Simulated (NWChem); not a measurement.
H$_{2}$Al (+1)

```xyz
3

Al     0.0000     0.0000     0.0000
H      0.0000     0.0000     1.5579
H      0.0000     0.0000    -1.5579
```
Charge +1, spin multiplicity 1.

Program: NWChem. Structure: optimised with PBE0/def2-SVP, a minimum by its harmonic frequencies.

Symmetry labels belong to the abelian group D2h used in the runs, with the axes of the coordinates shown; states degenerate in a higher group split over its labels.

B3LYP has NWChem's definition, with VWN1-RPA local correlation. The spin multiplicity of the parent species was assumed, not shown to be that of its ground state. The structure started from a generated list of species.

Task: List the lowest 3 singlet excitations that TD-B3LYP/aug-cc-pVDZ, VWN1-RPA local correlation gives, with oscillator strengths.

Result: 
| state | symmetry | energy (eV) | wavelength (nm) | f |
|---|---|---|---|---|
| 1 | b3g | 6.24 | 199 | 0.000 |
| 2 | b2g | 6.24 | 199 | 0.000 |
| 3 | b1u | 9.17 | 135 | 0.894 |
